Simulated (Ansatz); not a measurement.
Input file for Ansatz (a quantum-chemistry and plane-wave program): R-wB97M-V/def2-TZVPPD on AsH3 (SMILES [AsH3]) with ghost functions, monomers drawn apart or pushed together. Files ending in .json are basis or fitting sets from the Basis Set Exchange.

Ansatz 0.2 input:
```yaml
crystal:
  periodic: [false, false, false]
  atoms:
    - {symbol: As, position_ang: [-0.22124848, -0.25356647, 2.47948772]}
    - {symbol: H, position_ang: [0.33383096, -1.60568395, 2.05079979]}
    - {symbol: H, position_ang: [-0.24428553, -0.66129952, 3.95163217]}
    - {symbol: H, position_ang: [1.17163898, 0.34884286, 2.60047045]}
basis:
  gaussian:
    orbitals: def2-TZVPPD.json
    ghost_atoms:
      - {symbol: S, position_ang: [0.59242906, 0.25363794, -0.78131233]}
      - {symbol: H, position_ang: [-0.37094659, 1.06903175, -0.32430636]}
      - {symbol: H, position_ang: [-0.25053208, -0.78790158, -0.86331370]}
hamiltonian:
  xc: {name: wB97M-V}
scf: {lower_state_search: off}
```

Program output:

```
WARN ansatz: RAYON_NUM_THREADS=1 ignored (pool sized by the plan → 1); use --threads N
Functional definition: wB97M-V
these checks for a lower state are left out or cut short: stability, starts, cluster_reference, orbital_swaps, neighbouring_geometries, increment
integrals: 0.14 GiB planned
1014 factors; their error is unknown
integrals: 0.17 GiB planned
261 factors; integrals over basis functions are off by at most 3.5e-5 eV
mean field: 1.06 GiB planned
mean field evaluation 1: about -60885.7821 eV, gradient 9.4e0 eV
mean field evaluation 2: about -60885.8999 eV, gradient 5.9e0 eV
mean field evaluation 4: about -60885.9276 eV, gradient 2.7e-1 eV
mean field evaluation 8: about -60886.0706 eV, gradient 3.7e-2 eV
mean field evaluation 16: about -60886.0706 eV, gradient 4.1e-6 eV
mean field -60886.07055701 eV, -2237.5218229091 hartree, gradient 4.1e-6 eV, S^2 0.000000; 0 other end points of the search recorded, 0 dependent functions left out
reference -60886.07061969 eV, -2237.5218252126 hartree; 18, 18 occupied and 172, 172 virtual orbitals, 1014 factors
Total energy: -60886.07061969 eV, -2237.5218252126 hartree
Checks for a lower state left out: stability, starts, cluster_reference, orbital_swaps, neighbouring_geometries, increment
```

Self-consistency was reached.

Cost: around 7 core-seconds (rough).
